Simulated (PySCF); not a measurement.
TiI₃H, SMILES [I][TiH]([I])[I], multiplicity 1.

The structure is a stationary point at B3LYP-D3(BJ)/def2-SVP. The multiplicity is an assumed one; no other spin state was optimised. The structure was generated by enumeration; whether it is a known compound was not checked. The def2 effective core potentials stand for the cores of I; spin–orbit coupling is left out.

Method: PySCF with B3LYP-D3(BJ)/def2-SVP.

Frequencies are harmonic and unscaled.

Modes within 1.5 cm⁻¹ of each other (mostly degenerate sets) share a row, with their intensities summed.

```csv
mode,ν (cm⁻¹),IR (km/mol),Raman (Å⁴/amu),depolarisation,moving atoms (share of kinetic energy)
1–2,49,0.1,9.1,0.75,I 93 %
3,67,0.4,3.0,0.64,"Ti 58 %, I 41 %"
4,187,1.5,14.5,0.02,"I 71 %, Ti 29 %"
5–6,323,121.9,10.3,0.75,"Ti 67 %, I 18 %, H 15 %"
7–8,483,54.7,61.2,0.75,"H 84 %, Ti 15 %"
9,1800,96.5,192.5,0.11,H 98 %
```
